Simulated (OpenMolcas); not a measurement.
**In+: effect of the level shift or regulariser**

```json
{
  "Program": "OpenMolcas",
  "Basis": "ANO-R3 [8s7p5d3f2g1h]",
  "Scalar Hamiltonian": "X2C, finite nucleus",
  "Active space": "2 electrons in 4 orbitals (5s 5p)",
  "State averaging": "2S+1 = 3 even, 3 roots; 2S+1 = 1 even, 7 roots; 2S+1 = 3 odd, 3 roots; 2S+1 = 1 odd, 3 roots",
  "Spin-orbit coupling": "RASSI with atomic mean-field integrals over the reference wave functions, term energies averaged over their components"
}
```

Methods on the same reference wave functions:
A. CASSCF
B. MS-CASPT2, IPEA 0.25 Eh, imaginary shift 0.1 Eh (closed shells correlated: 4d)
C. MS-CASPT2, IPEA 0.25 Eh, imaginary shift 0.3 Eh (closed shells correlated: 4d)

Energies in cm-1 above 5s2 1S0, the measured ground level; measured values from NIST Handbook of Basic Atomic Spectroscopic Data.

```csv
Level,A,B,C,Measured
5s2 1S0,0.0,0.0,0.0,0.0
5s 5p 3P* 0,36870,42400,42350,42276
5s 5p 3P* 1,37848,43360,43320,43351
5s 5p 3P* 2,39930,45460,45410,45830
5s 5p 1P* 1,65715,63360,63350,63038
5p2 3P0,96178,102320,102280,101608
5p2 3P1,97398,103680,103630,103249
5p2 3P2 [69 %],99078,104710,104820,105565
5p2 1D2 [69 %],106570,107630,108010,97628
5p2 1S0,123593,121170,121220,121289
```

Deviations, from unrounded energies. A percentage is the sum of absolute deviations over the sum of measured energies, with the sign that they share, or ± where signs differ.

```csv
Against measurement,Levels,A,B,C
mean absolute deviation (cm-1),9,5400,1400,1500
other configurations (%),9,±6.7,±1.8,±1.8
```

B, C lie about equally close to measurement and A furthest from it. The largest miss of B in the table is 5p2 1D2 [69 %], by +10000 cm-1. The ranking rests on the paired levels alone, and a cruder setting can come out closer through cancelling errors.

Between B and C the level of the table that moves most is 5p2 1D2 [69 %], by 380 cm-1 (lowest in B, highest in C). Moves below CASPT2's spread within the term are not significant.

The lowest spin-free term lies below A's lowest term by 0.473 hartree in B, 0.473 hartree in C.

CASPT2 does not keep the components of a term degenerate, so their means are used; among the terms shown or strongly mixed into the levels shown the widest spread is 15 cm-1 (5p2 1D, B). The ¹D term of p² mixes with s d, which this space lacks. Without dynamic correlation excited terms often stand tens of per cent too high (terms of higher spin than the ground term too low), and those without a measured partner can miss by more than the paired ones (holds for A). Some levels mix across a computed gap that differs much from the measured one, so their mixing is not that of the real levels (holds for B; C). Computed and measured levels are paired by configuration, term and J; levels that our copy of the source lacks, or whose pairing is in doubt (as where it misses far off the trend of its configuration), stay unpaired and out of the deviations. Levels of configurations outside the active space are missing.

A share in square brackets marks a mixed level and gives the weight of the term that names it, the lowest over the columns. * marks odd parity.
